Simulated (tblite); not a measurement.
Cl3H5P2Si3.
SMILES with atom numbers: `[Cl:1][Si:2]([Cl:3])([Cl:4])[SiH:5]1[PH:6][SiH2:7][PH:8]1` (hydrogens: H9 on Si5; H10 on P6; H11, H12 on Si7; H13 on P8)

Computed with GFN2-xTB (tblite), gas phase: L-BFGS steps from a force-field or distance-geometry start until the largest atomic force falls under 0.01 eV/Å.

Step 50: E = -722.2736 eV
```
atom  x, y, z in Å  |  force x, y, z in eV/Å
Cl1     3.6180   -1.0413   -1.0237    0.001   0.010   0.003
Si2     2.5114    0.3240   -0.0305   -0.009   0.014   0.031
Cl3     3.2127    2.1600   -0.5001   -0.006  -0.030   0.002
Cl4     2.8265    0.0437    1.9473   -0.041  -0.009   0.005
Si5     0.3001    0.1566   -0.7292   -0.020  -0.010  -0.034
P6     -0.8694   -1.7764   -0.4353    0.024  -0.005  -0.002
Si7    -2.5375   -0.3374    0.1056    0.019  -0.014  -0.006
P8     -1.2876    1.5551    0.1126   -0.014   0.026   0.003
H9      0.2966    0.3947   -2.1851   -0.069  -0.008   0.021
H10    -0.4675   -1.9530    0.8805    0.020  -0.014  -0.009
H11    -3.5191   -0.2908   -0.9741    0.028   0.017  -0.032
H12    -3.1894   -0.6353    1.3790    0.036   0.007   0.025
H13    -0.8992    1.4008    1.4352    0.032   0.017  -0.009
```

Step 51: E = -722.2743 eV
```
atom  x, y, z in Å  |  force x, y, z in eV/Å
Cl1     3.6211   -1.0429   -1.0149   -0.022   0.032   0.019
Si2     2.5074    0.3238   -0.0253    0.022  -0.014   0.008
Cl3     3.2151    2.1578   -0.4906   -0.008  -0.022  -0.001
Cl4     2.8164    0.0417    1.9523   -0.043  -0.011   0.019
Si5     0.3001    0.1573   -0.7350   -0.042  -0.001  -0.028
P6     -0.8733   -1.7741   -0.4479    0.029  -0.012  -0.008
Si7    -2.5391   -0.3391    0.1103    0.061   0.002   0.007
P8     -1.2924    1.5566    0.1000   -0.002   0.014  -0.003
H9      0.3050    0.3966   -2.1901   -0.069  -0.007   0.010
H10    -0.4627   -1.9634    0.8630    0.015  -0.013  -0.003
H11    -3.5346   -0.2958   -0.9547    0.009   0.016  -0.053
H12    -3.1703   -0.6350    1.3932    0.024   0.001   0.041
H13    -0.8971    1.4171    1.4220    0.024   0.014  -0.006
```

Step 52: E = -722.2752 eV
```
atom  x, y, z in Å  |  force x, y, z in eV/Å
Cl1     3.6266   -1.0448   -1.0000   -0.047   0.053   0.034
Si2     2.5020    0.3233   -0.0180    0.039  -0.047  -0.024
Cl3     3.2200    2.1545   -0.4751   -0.009  -0.009  -0.005
Cl4     2.7969    0.0379    1.9602   -0.045  -0.014   0.036
Si5     0.2996    0.1587   -0.7469   -0.050   0.016  -0.009
P6     -0.8777   -1.7706   -0.4666    0.022  -0.015  -0.028
Si7    -2.5405   -0.3416    0.1172    0.058   0.014   0.025
P8     -1.2985    1.5589    0.0814    0.008  -0.005  -0.025
H9      0.3167    0.3998   -2.2004   -0.069  -0.005  -0.008
H10    -0.4554   -1.9750    0.8371    0.015  -0.015   0.016
H11    -3.5615   -0.3035   -0.9258    0.031   0.013  -0.032
H12    -3.1396   -0.6348    1.4180    0.029   0.005   0.011
H13    -0.8929    1.4377    1.4012    0.019   0.010   0.009
```

Step 53: E = -722.2765 eV
```
atom  x, y, z in Å  |  force x, y, z in eV/Å
Cl1     3.6339   -1.0455   -0.9873   -0.078   0.077   0.051
Si2     2.4944    0.3238   -0.0159    0.053  -0.091  -0.061
Cl3     3.2264    2.1504   -0.4618   -0.008   0.014  -0.012
Cl4     2.7650    0.0334    1.9635   -0.042  -0.018   0.061
Si5     0.2957    0.1597   -0.7596   -0.055   0.041   0.047
P6     -0.8805   -1.7680   -0.4771    0.015  -0.034  -0.062
Si7    -2.5404   -0.3449    0.1263    0.158   0.045   0.044
P8     -1.3046    1.5603    0.0713    0.033  -0.020  -0.057
H9      0.3164    0.4012   -2.2095   -0.065   0.002  -0.060
H10    -0.4417   -1.9840    0.8174    0.014  -0.015   0.047
H11    -3.5678   -0.3075   -0.9034   -0.034   0.011  -0.093
H12    -3.1204   -0.6339    1.4326    0.001  -0.013   0.067
H13    -0.8808    1.4556    1.3858    0.008   0.001   0.029
```

Task: Estimate the geometry and energy of step 54. (The exact step hangs on the optimiser's Hessian estimate; all steps are aligned on step 53, rigid shifts and turns removed.)

Result: E = -722.2785 eV, largest force 0.155 eV/Å
```
atom  x, y, z in Å  |  force x, y, z in eV/Å
Cl1     3.6421   -1.0467   -0.9660   -0.089   0.078   0.053
Si2     2.4866    0.3223   -0.0110    0.034  -0.106  -0.074
Cl3     3.2345    2.1457   -0.4403   -0.011   0.028  -0.015
Cl4     2.7244    0.0270    1.9721   -0.042  -0.020   0.065
Si5     0.2917    0.1622   -0.7785   -0.035   0.061   0.077
P6     -0.8845   -1.7649   -0.4997    0.004  -0.036  -0.032
Si7    -2.5393   -0.3484    0.1402    0.140   0.051   0.042
P8     -1.3119    1.5638    0.0497    0.056  -0.049  -0.033
H9      0.3239    0.4049   -2.2267   -0.062   0.005  -0.079
H10    -0.4250   -2.0006    0.7856   -0.001  -0.007   0.023
H11    -3.5922   -0.3159   -0.8686    0.006   0.005  -0.045
H12    -3.0867   -0.6340    1.4641    0.017  -0.006   0.020
H13    -0.8682    1.4851    1.3613   -0.015  -0.004  -0.001
```

The energy changes by -0.0020 eV. The first-order estimate −F·Δx gives -0.0026 eV and the mean of the old and new forces, exact on a quadratic surface, -0.0019 eV. The step makes an angle of 86° with the force vector and moves no atom by more than 0.046 Å.

The cost below is that of the whole relaxation. Time: 2.3 s. Hardware: Arm Neoverse N1, one thread (shared host).
